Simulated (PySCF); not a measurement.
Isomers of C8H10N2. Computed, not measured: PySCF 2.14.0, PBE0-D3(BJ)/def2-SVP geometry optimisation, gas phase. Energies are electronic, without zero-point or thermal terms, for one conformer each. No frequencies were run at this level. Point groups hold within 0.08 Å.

Task: Order them by energy at this level, lowest first, and give relative energies in kcal/mol.
A. `[N:1]#[C:2][C@H:3]1[CH2:4][CH2:5][C@H:6]([C:7]#[N:8])[CH2:9][CH2:10]1` with C2–C3–C4–C5 68°, C3–C4–C5–C6 55°, C4–C5–C6–C7 68°, C5–C6–C9–C10 55°
B. `[CH3:1][c:2]1[cH:3][n:4][n:5][cH:6][c:7]1[CH:8]1[CH2:9][CH2:10]1` with C6–C7–C8–C9 -16°

Result: A (0.0), B (26.3).

As drawn, the lower has a C≡N group, which the higher lacks; the higher has an aromatic ring, a three-membered ring and an N–N linkage, which the lower lacks.

| SMILES | E (Eh) | E rel (kcal/mol) | dipole (D) | point group | A, B, C (MHz) |
| --- | --- | --- | --- | --- | --- |
| N#C[C@H]1CC[C@H](C#N)CC1 | -419.57416 | 0.0 | 0.00 | C2h | 2855, 920.3, 875.5 |
| Cc1cnncc1C1CC1 | -419.53221 | 26.3 | 5.24 | C1 | 2328, 1123, 804.2 |

Task: How do the relative energies change in single points at PBE0/pcSseg-1 (no added dispersion term) on the same geometries?

Result: 
```
                  SMILES  PBE0-D3(BJ)/def2-SVP (kcal/mol)  PBE0/pcSseg-1 (kcal/mol)  shift
N#C[C@H]1CC[C@H](C#N)CC1                              0.0                       0.0    0.0
          Cc1cnncc1C1CC1                             26.3                      30.2   +3.9
```

Each column counts from its own lowest isomer. The order is unchanged; the largest shift is 3.9 kcal/mol.
